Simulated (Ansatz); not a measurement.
C$_{3}$H$_{8}$ClNSi, SMILES `C=CN(C)[SiH2]Cl`. Charge 0, multiplicity 1. The structure was optimised at the PBE0-D4/def2-TZVP level. It is one conformer, not always the lowest.

```xyz
14

C     1.021   -1.577   -1.126
C     0.559   -1.069    0.017
N    -0.229    0.061    0.162
C    -0.582    0.782   -1.042
Si   -0.528    0.751    1.704
Cl    0.834    2.211    2.219
H     0.836   -1.125   -2.091
H     1.610   -2.483   -1.104
H     0.787   -1.566    0.956
H    -1.230    1.624   -0.793
H     0.307    1.169   -1.552
H    -1.119    0.127   -1.735
H    -1.846    1.419    1.674
H    -0.421   -0.324    2.712
```

**Question.** What is the dipole moment at ωB97M-V/def2-TZVPP? (Best estimate.)

**Answer.** Ansatz gave: 1.38 D, with components (-1.14, -0.34, -0.69) D in this frame, pointing from negative to positive charge.

**Question.** And with PBE, r2SCAN, B3LYP? (Best estimate.)

**Answer.** Ansatz gave: PBE 1.36 D, r2SCAN 1.41 D, B3LYP 1.40 D.

**Question.** Give the Mulliken charges with ωB97M-V, PBE, B3LYP in def2-TZVPP. (Estimate.)

**Answer.** Ansatz gave: 
```csv
atom,ωB97M-V,PBE,B3LYP
C1,-0.29,-0.27,-0.29
C2,0.03,-0.02,0.00
N3,-0.20,-0.07,-0.16
C4,-0.29,-0.21,-0.21
Si5,0.35,0.37,0.46
Cl6,-0.22,-0.23,-0.26
H7,0.08,0.07,0.08
H8,0.09,0.09,0.09
H9,0.09,0.08,0.10
H10,0.11,0.09,0.10
H11,0.14,0.11,0.11
H12,0.13,0.10,0.11
H13,-0.02,-0.06,-0.06
H14,-0.02,-0.05,-0.06
```

B3LYP here is the variant with VWN-RPA as its local correlation; programs differ in this.
